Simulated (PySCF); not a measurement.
# Polarisability and C₆ of Xe²⁺ (xenon, charge +2)

[Kr] 4d10 5s2 5p3 5d1, high-spin 5D determinant (an excited configuration). Calculation: PySCF 2.14, in aug-cc-pV5Z-PP with ECP28MDF (8s8p6d4f3g2h, 139 functions); a scalar-relativistic core potential. Coupled (time-dependent) response in atomic units; α is the mean over directions.

```json
{"method": "BLYP", "mean α (bohr³)": "26.82", "α xx, yy, zz": "32.07, 32.07, 16.34", "C₆ (like pair)": "188.5", "S(−4)": "523.8"}
```

S(−4) is the Cauchy moment in α(ω) = α(0) + S(−4) ω² + …

Spin-orbit coupling is absent.

α(iu) at BLYP:

| u (hartree) | α(iu) (bohr³) |
| --- | --- |
| 0 | 26.82 |
| 0.0500 | 25.63 |
| 0.100 | 23.03 |
| 0.200 | 17.99 |
| 0.300 | 14.38 |
| 0.500 | 9.788 |
| 0.750 | 6.527 |
| 1.00 | 4.643 |
| 1.50 | 2.731 |
| 2.00 | 1.844 |
| 3.00 | 1.052 |
| 5.00 | 0.5012 |

For an ion, C₆ is the dispersion term alone; charge-induced terms of lower order in 1/R come first.

The components differ because the open shell of this determinant is not spherical; for a pure term their mean is the scalar polarisability.

Energies and moments cover only the electrons outside the core potential. The outer electron is Rydberg-like, and this basis confines it to a smaller radius and binds it less than a complete one would.
